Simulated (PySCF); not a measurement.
NMR data sheet: C9H10OSi

```yaml
Formula: C9H10OSi
SMILES: "[SiH3]Cc1occ2ccccc12"
InChI: InChI=1S/C9H10OSi/c11-6-9-8-4-2-1-3-7(8)5-10-9/h1-5H,6H2,11H3
Point_group_of_the_computed_structure: C1
Degrees_of_unsaturation: 6
Carbon_signals: 9
Proton_signals: 7
```

Molfile (atoms numbered from 1):
```
C9H10OSi
     RDKit          3D

 21 22  0  0  0  0  0  0  0  0999 V2000
    3.0991    0.2776    0.9111 Si  0  0  0  0  0  4  0  0  0  0  0  0
    2.1842   -0.5081   -0.5788 C   0  0  0  0  0  0  0  0  0  0  0  0
    0.7847   -0.8105   -0.2108 C   0  0  0  0  0  0  0  0  0  0  0  0
    0.4890   -2.0137    0.3074 O   0  0  0  0  0  0  0  0  0  0  0  0
   -0.8199   -2.0501    0.6220 C   0  0  0  0  0  0  0  0  0  0  0  0
   -1.4099   -0.8466    0.3145 C   0  0  0  0  0  0  0  0  0  0  0  0
   -2.7193   -0.3249    0.4245 C   0  0  0  0  0  0  0  0  0  0  0  0
   -2.9415    0.9538    0.0175 C   0  0  0  0  0  0  0  0  0  0  0  0
   -1.9029    1.7620   -0.5134 C   0  0  0  0  0  0  0  0  0  0  0  0
   -0.6309    1.2953   -0.6434 C   0  0  0  0  0  0  0  0  0  0  0  0
   -0.3557   -0.0254   -0.2278 C   0  0  0  0  0  0  0  0  0  0  0  0
    2.4284    1.5316    1.2530 H   0  0  0  0  0  0  0  0  0  0  0  0
    4.4855    0.5263    0.5132 H   0  0  0  0  0  0  0  0  0  0  0  0
    3.0498   -0.6520    2.0382 H   0  0  0  0  0  0  0  0  0  0  0  0
    2.1962    0.1714   -1.4302 H   0  0  0  0  0  0  0  0  0  0  0  0
    2.6826   -1.4304   -0.8762 H   0  0  0  0  0  0  0  0  0  0  0  0
   -1.2009   -2.9585    1.0419 H   0  0  0  0  0  0  0  0  0  0  0  0
   -3.5105   -0.9405    0.8247 H   0  0  0  0  0  0  0  0  0  0  0  0
   -3.9316    1.3802    0.0926 H   0  0  0  0  0  0  0  0  0  0  0  0
   -2.1441    2.7699   -0.8190 H   0  0  0  0  0  0  0  0  0  0  0  0
    0.1588    1.9094   -1.0514 H   0  0  0  0  0  0  0  0  0  0  0  0
  1  2  1  0
  2  3  1  0
  3  4  1  0
  4  5  1  0
  5  6  2  0
  6  7  1  0
  7  8  2  0
  8  9  1  0
  9 10  2  0
 10 11  1  0
 11  3  2  0
 11  6  1  0
  1 12  1  0
  1 13  1  0
  1 14  1  0
  2 15  1  0
  2 16  1  0
  5 17  1  0
  7 18  1  0
  8 19  1  0
  9 20  1  0
 10 21  1  0
M  END
```

One conformer, relativity neglected, no solvent, one averaged value for each set of equivalent atoms. GIAO PBE0/pcSseg-1 shieldings; structure optimised with GFN2-xTB; PySCF 2.14.

Scale: TMS for 1H (31.72 ppm), 13C (186.93 ppm), 29Si (349.16 ppm); H2O for 17O (336.08 ppm) (reference shieldings calculated alike).

| carbon | δC, type | δH (multiplicity) | HMBC from (2–3 bonds) | span of the C tensor (ppm) |
| --- | --- | --- | --- | --- |
| C2 | 12.5, CH2 | 2.87 (q) | H12/H13/H14 | 38 |
| C3 | 150.0, C | – | H17, H21, H12/H13/H14, H15/H16 | 113 |
| C5 | 135.9, CH | 8.04 (m) | H18 | 113 |
| C6 | 131.4, C | – | H17, H21, H18, H19 | 187 |
| C7 | 124.6, CH | 7.69 (d) | H17, H19, H20 | 214 |
| C8 | 129.6, CH | 7.20 (m) | H21, H18, H20 | 224 |
| C9 | 127.2, CH | 7.12 (m) | H21, H18, H19 | 219 |
| C10 | 124.6, CH | 7.69 (d) | H19, H20 | 219 |
| C11 | 124.6, C | – | H17, H21, H18, H20, H15/H16 | 176 |

Other nuclei:
```csv
atoms,nucleus,environment,δ (ppm),σ (ppm)
H12/H13/H14,1H,hydrogen on a silicon bonded to C,3.92,27.79
Si1,29Si,"silicon bonded to C, 3 H",-72.6,421.7
O4,17O,aromatic ring oxygen,323.3,12.8
```

1. Carbon types of the structure: 3 × C, 5 × CH, 1 × CH2, leaving 3 H on heteroatoms.
2. δC 150.0: substituted aromatic carbon next to the ring oxygen.
3. δC 135.9: aromatic CH next to the ring oxygen.
4. δC 131.4, 124.6: ring-fusion aromatic carbon.
5. δC 129.6, 127.2, 124.6, 124.6: aromatic CH.
6. δH 2.87: hydrogen on an sp3 CH2 bonded to Si, on an aromatic ring; benzylic-type position, deshielded by the ring.

Shifts are as computed. Against solution values, carbons near 30 ppm lie about +3 ppm off and those near 130 ppm about +5 ppm. Of 1211 compounds with measured shifts, 218 miss one by over three times the rms of a fit or turn the order of signals round; such compounds aren't used in these exercises. Unscaled 17O shifts of doubly bonded oxygen tend to come out too high, by tens of ppm or more. Experimental scales use liquid or dissolved standards, which lie at an offset from isolated H2O (liquid H2O: subtract about 36 ppm). Multiplicities follow the n + 1 count of equivalent neighbours, as no J values were calculated; m marks all less simple cases, F and P coupling included.
